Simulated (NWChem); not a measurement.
Isomers of C$_{2}$H$_{4}$BNO, each optimised at B3LYP/6-31G* with NWChem, gas phase unless a solvent is named. Flexible species stand in one conformer each, which need not be the lowest. Pople sets run with spherical d functions. Relative energies count from the lowest isomer at each level and are electronic, without zero-point energy, on those geometries.

A: CBN=C=O
B: NB(C#C)O
C: C1N=CB1O

Task: Which isomer is lowest, and do the levels agree? Levels: B3LYP/6-31G*; PBE/def2-TZVP; B3LYP/def2-TZVP; LDA (Slater exchange, VWN5)/def2-TZVP; PW6B95/def2-TZVP; CAM-B3LYP/def2-TZVP; Hartree-Fock/def2-TZVP.

Result: They disagree: B3LYP/6-31G* puts A lowest; PBE/def2-TZVP puts A lowest; B3LYP/def2-TZVP puts B lowest; LDA (Slater exchange, VWN5)/def2-TZVP puts B lowest; PW6B95/def2-TZVP puts B lowest; CAM-B3LYP/def2-TZVP puts B lowest; Hartree-Fock/def2-TZVP puts B lowest.
```json
[
 {"quantity": "relative energy, B3LYP/6-31G* (kcal/mol)", "A": "0.0", "B": "7.7", "C": "37.9"},
 {"quantity": "relative energy, PBE/def2-TZVP (kcal/mol)", "A": "0.0", "B": "0.7", "C": "33.9"},
 {"quantity": "relative energy, B3LYP/def2-TZVP (kcal/mol)", "A": "3.1", "B": "0.0", "C": "39.4"},
 {"quantity": "relative energy, LDA (Slater exchange, VWN5)/def2-TZVP (kcal/mol)", "A": "2.5", "B": "0.0", "C": "32.5"},
 {"quantity": "relative energy, PW6B95/def2-TZVP (kcal/mol)", "A": "3.5", "B": "0.0", "C": "36.0"},
 {"quantity": "relative energy, CAM-B3LYP/def2-TZVP (kcal/mol)", "A": "5.3", "B": "0.0", "C": "38.8"},
 {"quantity": "relative energy, Hartree-Fock/def2-TZVP (kcal/mol)", "A": "5.8", "B": "0.0", "C": "42.3"}
]
```
